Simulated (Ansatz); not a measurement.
`CNBS` + HBr → `CNBBr` + H₂S at 700 K and 1 bar (ligand exchange at a B–S bond).

Calculated with Ansatz (gas phase, PBE0-D4/def2-TZVP geometries, no zero-point term in ΔE). CCSD(T)/CBS is the MP2 limit (def2-TZVPP, def2-QZVPP) plus CCSD(T) − MP2 in def2-TZVPP, frozen cores. This one scheme is used for every species. For Br outer-core shells are correlated without core-valence functions, which leaves a few kJ/mol of doubt a bond. Scalar relativity is left out up to krypton. Each species was taken in one conformer, which may not be the lowest.

```
species  CCSD(T)/CBS energy (Eh)  H − E (kJ/mol)  S (J/(mol·K))
 `CNBS`               -518.99817           271.7          411.2
    HBr              -2573.91920            36.5          223.7
`CNBBr`              -2693.95268           242.1          403.1
    H₂S               -398.97279            64.8          236.9
```

H − E and S are ideal-gas, rigid-rotor, harmonic terms from PBE0-D4/def2-TZVP, for one conformer and one mirror image of each species. 1 Eh = 2625.50 kJ/mol, R = 8.31446 J/(mol·K).

Q: By hand: ΔE, ΔH, ΔS and ΔG.

A: ΔE = (-2693.95268) + (-398.97279) − (-518.99817) − (-2573.91920) = -0.00810 Eh = -21.3 kJ/mol. Δ(H − E) = 242.1 + 64.8 − 271.7 − 36.5 = -1.3, so ΔH = -22.6 kJ/mol. ΔS = 403.1 + 236.9 − 411.2 − 223.7 = 5.1 J/(mol·K). ΔG = -22.6 − 700 × (5.1)/1000 = -26.2 kJ/mol.

Q: By hand: the equilibrium constant, and the temperature at which ΔG would vanish if ΔH and ΔS stayed fixed.

A: log₁₀ K = −ΔG/(RT ln 10) = 2.0. ΔH and −TΔS have one sign here, so there is no such temperature.

The number of gas molecules stays the same, so ΔS is small and ΔH decides. A doubt of 5 kJ/mol in ΔE shifts log₁₀ K by 0.4 here. Other conformers and mirror images would add mixing entropy, several J/(mol·K) or more a flexible species. These are equilibria of isolated gas molecules and say nothing of rates. Largest T1 diagnostic: 0.012 (customary marks: 0.02 for closed shells, 0.045 for open ones).

ΔS is within the doubt of such terms, so its sign, and with it that verdict, could turn.
